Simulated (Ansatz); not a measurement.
TeO2F2, relaxed as a singlet with RKS B3LYP-D4/def2-SVP in Ansatz, starting from the GFN2-xTB geometry. Force threshold 0.02 eV/Å.

In the def2 sets Te takes a core potential; there is no spin–orbit coupling.

Start:

```xyz
5

Te    0.1561    0.1519    0.1136
O    -0.2703    0.6323    1.7082
O     1.5544    0.6143   -0.7736
F    -1.3734    0.3391   -1.0118
F    -0.0669   -1.7376   -0.0363
```

Problem. Estimate the energy that the relaxation releases and the steps that it takes.

Solution. 8.2 kcal/mol, in 4 steps; 5.5 s on 4 threads of Arm Neoverse V2 on a shared host. No frequencies were taken in this run, so the end may be a saddle point.

Problem. Does the start keep its bonding and symmetry?

Solution. By distances, no bond broke or formed. The bond that changes most is Te1–O2, from 1.72 to 1.81 Å (atoms count from 1). Point group C2v at the start, C2v at the end, both within 0.05 Å.

Problem. Predict the relaxed structure.

Solution. 
Cartesian coordinates in Å:
```
Te 0.145 0.141 0.106
O -0.349 0.615 1.776
O 1.595 0.595 -0.869
F -1.379 0.410 -1.016
F -0.013 -1.761 0.004
```
Bond lengths: 2 × O–Te 1.81 Å; 2 × F–Te 1.91 Å.
